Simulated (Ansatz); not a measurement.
`F[SiH](F)[SiH](F)F` + `OCO` → `O[SiH](F)F` + `OC[SiH](F)F`  (formal exchange of groups at the Si–Si bond)

Calculated with Ansatz (gas phase, PBE0-D4/def2-TZVP geometries, no zero-point term in ΔE). CCSD(T)/CBS adds triple-zeta CCSD(T) − MP2 to the extrapolated MP2 energy (def2 sets, frozen cores). This one scheme is used for every species. Functionals use def2-TZVPP. B3LYP here is the variant with VWN-RPA as its local correlation; programs differ in this. One conformer a species, not always the lowest.

CCSD(T)/CBS gives -45.7 kcal/mol.

Another level gave -45.8 kcal/mol. Which?
A. B3LYP-D4/def2-TZVPP
B. MP2/def2-TZVPP
C. r2SCAN/def2-TZVPP
D. HF/def2-TZVPP

D. HF/def2-TZVPP -45.8, MP2/def2-TZVPP -47.7, B3LYP-D4 -43.1, r2SCAN -44.5 kcal/mol.

Largest T1 diagnostic among the species: 0.013.

From PBE to PBE0 (25 % exact exchange), in def2-TZVPP and without D4, ΔE moves by −2.4 kcal/mol.

CCSD(T)/CBS has its own doubt, a few kJ/mol and more with outer-core shells, so smaller differences from it don't rank the levels.
